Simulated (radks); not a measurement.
Problem. The oxygen ion O+, 7 electrons, occupied as [He] 2s1 2p4 (not the ground configuration). Method: non-relativistic Kohn-Sham, BLYP, spin-polarised, spherical densities, point nucleus; open shells are filled with parallel spins first; computed with a radial shooting solver on a logarithmic mesh with Libxc functionals. Some entries of the table are withheld. Estimate them.

orbital  occ.  eigenvalue (hartree)  <r> (bohr)  r(max) (bohr)
1s up       1             -19.62886      0.1998         0.1292
1s down     1             -19.54593      0.1994         0.1292
2s up       1              -1.52961         (1)         0.8488
2s down     0              -1.31997         (2)         0.8656
2p up       3              -0.97196         (3)         0.7723
2p down     1              -0.77466         (4)         0.7964

Solution. 
(1) 2s up <r> (bohr): 1.073
(2) 2s down <r> (bohr): 1.118
(3) 2p up <r> (bohr): 1.085
(4) 2p down <r> (bohr): 1.175
